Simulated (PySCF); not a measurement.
An unknown gives this computed stick spectrum. Method: TDDFT CAM-B3LYP/def2-SVPD, vertical, gas phase, core orbitals frozen in the response in PySCF 2.14.0, density-fitted response routines. Geometries: PBE0-D3(BJ)/def2-SVP, one conformer each.

| state | ν̃ (cm⁻¹) | f | main configurations (H = HOMO, L = LUMO) |
| --- | --- | --- | --- |
| S1 | 62130 | 0.0001 | H-1→L+4 (29%), H→L+5 (12%), H-1→L+1 (12%) |
| S2 | 64840 | 0.0033 | H→L+4 (22%), H-1→L+5 (18%), H-1→L+2 (12%) |
| S3 | 64900 | 0.0044 | H→L+5 (24%), H-1→L+4 (16%), H→L+2 (15%) |
| S4 | 71680 | 0.0088 | H→L (88%) |
| S5 | 72230 | 0.013 | H-1→L (81%) |
| S6 | 74380 | 0.017 | H-2→L (27%), H-2→L+1 (20%), H-5→L+4 (10%) |

Orbital energies (eV): HOMO-3 -11.15, HOMO-2 -11.06, HOMO-1 -10.52, HOMO -10.43, LUMO 1.11, LUMO+1 1.74, LUMO+2 1.76.

Question: Which structure fits? All have the formula C7H13N.
A. `C1CCN(C2CC2)C1`
B. `CC(C)=NC1CCC1`
C. `CC(C)C(C)(C)C#N`

Answer: C. Its S1, at 7.70 eV, is the highest among the candidates; the nearest of the others has S1 at 6.25 eV. S1 is HOMO-1→LUMO+4 (29%), HOMO→LUMO+5 (12%), HOMO-1→LUMO+1 (12%). Löwdin shares by element: HOMO carbon 47% or more, nitrogen 27% (atoms not listed hold the other 25%); LUMO carbon 24% or more, hydrogen 14% or more (atoms not listed hold the other 62%). At the same level the other candidates give, for their lowest levels:
- `C1CCN(C2CC2)C1`: 6.25 eV (f 0.028); 6.60 eV (f 0.004); 6.88 eV (f 0.001); 7.23 eV (f 0.006); 7.61 eV (f 0.002); T1 6.16 eV; HOMO -7.60, LUMO 1.40 eV
- `CC(C)=NC1CCC1`: 5.04 eV (f 0.001); 6.80 eV (f 0.032); 7.10 eV (f 0.272); 7.43 eV (f 0.048); 7.54 eV (f 0.075); HOMO -8.21, LUMO 1.08 eV

Conformer computed: `[CH3:1][CH:2]([CH3:3])[C:4]([CH3:5])([CH3:6])[C:7]#[N:8]`: C1–C2–C4–C5 -57°.
Triplets come from the Tamm–Dancoff approximation.
